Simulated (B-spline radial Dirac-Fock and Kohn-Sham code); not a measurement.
## Ca⁺ in Watson spheres of different radius

These are calculated numbers from a B-spline atomic structure program; the model is multi-electron Dirac-Fock with separately optimised hole states, Breit and Lamb-shift corrections added in first order. The ion, [Ar] 4s1, sits in a hollow sphere of charge Q = -1, a simple model of the Madelung potential. Inside the sphere an electron's potential energy is raised by the constant 14.40·|Q|/R eV, so binding energies fall by about that much as long as the orbitals stay inside.

```csv
radius (Å),14.40 |Q|/R (eV),1s (eV),2s (eV),2p1/2 (eV),2p3/2 (eV),3p1/2 (eV),3p3/2 (eV),4s (eV)
2.4,6.00,4049.7,451.8,362.6,359.1,35.66,35.28,5.63
3,4.80,4050.7,452.9,363.7,360.1,36.70,36.32,6.60
```

From the smallest to the largest radius 1s moves by +1.0 eV, while the constant potential alone would give +1.2 eV; the difference comes from charge outside the sphere and its screening.
